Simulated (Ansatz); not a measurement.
(HMg-mu-F)2 (Mg2H2F2). Total charge 0; singlet. Geometry PBE0-D4/def2-TZVP, basis def2-TZVP, Ansatz.

```xyz
6

Mg    0.429   -1.244   -0.601
H     0.926   -2.703   -1.300
F    -0.701    0.243   -1.004
Mg   -0.427    1.246    0.600
H    -0.931    2.699    1.304
F     0.705   -0.241    1.002
```

```tsv
run	HOMO (eV)	LUMO (eV)
A	-10.19	0.67
B	-7.59	-1.30
C	-10.68	1.18
D	-6.78	-1.22
E	-7.89	-0.69
F	-6.49	-1.60
```

B3LYP takes the VWN-RPA correlation.

Problem. The runs used B3LYP, HF, r2SCAN, r2SCAN0, revPBE, ωB97X-V. Estimate which is which.

Solution. A ωB97X-V (range-separated); B B3LYP (20 % exact exchange); C HF (100 % exact exchange); D r2SCAN (0 % exact exchange); E r2SCAN0 (25 % exact exchange); F revPBE (0 % exact exchange). Exact exchange lowers occupied and raises empty levels; among semilocal functionals meta-GGAs tend to open the gap a little, and such runs are hard to tell apart. The gap grows from 4.89 eV (revPBE) to 11.86 eV (HF).
